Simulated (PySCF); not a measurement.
Species: methylgermylbromide, CH₅BrGe.
Bonds: C1–Ge2, Ge2–Br3. Hydrogens: H4, H5, H6 on C1; H7, H8 on Ge2.

Method: PBE0-D3(BJ)/def2-SVP geometry optimisation, gas phase in PySCF 2.14.0; density fitting, grid level 1; the optimiser is geomeTRIC in internal coordinates, started from a GFN2-xTB structure with every atom displaced at random (about 0.01 Å).

The end geometry, which sets the zero of energy:
```
atom  x, y, z in Å
C1     -0.7885    0.8604    0.4259
Ge2     0.9448   -0.0124    0.3936
Br3     2.5152    1.5338    1.1129
H4     -1.0147    1.1951    1.4479
H5     -1.5687    0.1572    0.0978
H6     -0.7844    1.7322   -0.2424
H7      1.0229   -1.1991    1.3690
H8      1.3705   -0.4385   -1.0213
```

Problem. These geometries come from the run, each turned onto the end geometry. Order them by energy, lowest first.
A.
```
atom  x, y, z in Å
C1     -0.7949    0.8577    0.4311
Ge2     0.9396   -0.0186    0.4056
Br3     2.5132    1.5325    1.1212
H4     -1.0291    1.2196    1.4413
H5     -1.5801    0.1606    0.1033
H6     -0.7592    1.7136   -0.2584
H7      1.0563   -1.2163    1.3596
H8      1.3512   -0.4203   -1.0203
```
B.
```
atom  x, y, z in Å
C1     -0.7967    0.8592    0.4302
Ge2     0.9370   -0.0267    0.4137
Br3     2.5006    1.5557    1.1277
H4     -1.0280    1.2283    1.4409
H5     -1.5903    0.1698    0.0999
H6     -0.7326    1.7027   -0.2617
H7      1.0749   -1.2414    1.3615
H8      1.3321   -0.4190   -1.0288
```
C.
```
atom  x, y, z in Å
C1     -0.7956    0.8452    0.4354
Ge2     0.9392   -0.0159    0.3970
Br3     2.4899    1.4866    1.0947
H4     -1.0122    1.2130    1.4328
H5     -1.5966    0.1854    0.0951
H6     -0.8129    1.7431   -0.2364
H7      1.0713   -1.1885    1.3464
H8      1.4140   -0.4401   -0.9816
```

Solution. A (0.002 eV), B (0.011 eV), C (0.063 eV).

In the order of the answer:

```json
{"step": "2", "E above end (eV)": "0.002", "largest force (eV/Å)": "0.08", "rms force component (eV/Å)": "0.031", "rms distance from end (Å)": "0.025", "rms bond change (Å)": "0.002", "bond most changed (Å)": "Ge2–Br3 +0.004"}
{"step": "1", "E above end (eV)": "0.011", "largest force (eV/Å)": "0.36", "rms force component (eV/Å)": "0.116", "rms distance from end (Å)": "0.042", "rms bond change (Å)": "0.009", "bond most changed (Å)": "Ge2–Br3 +0.018"}
{"step": "0", "E above end (eV)": "0.063", "largest force (eV/Å)": "1.22", "rms force component (eV/Å)": "0.392", "rms distance from end (Å)": "0.041", "rms bond change (Å)": "0.024", "bond most changed (Å)": "Ge2–Br3 -0.049"}
```

What follows is the cost of the whole optimisation. Hardware: AMD EPYC 9R45, one thread (shared host). Cost: 20 s, 0.43 GiB resident at most.
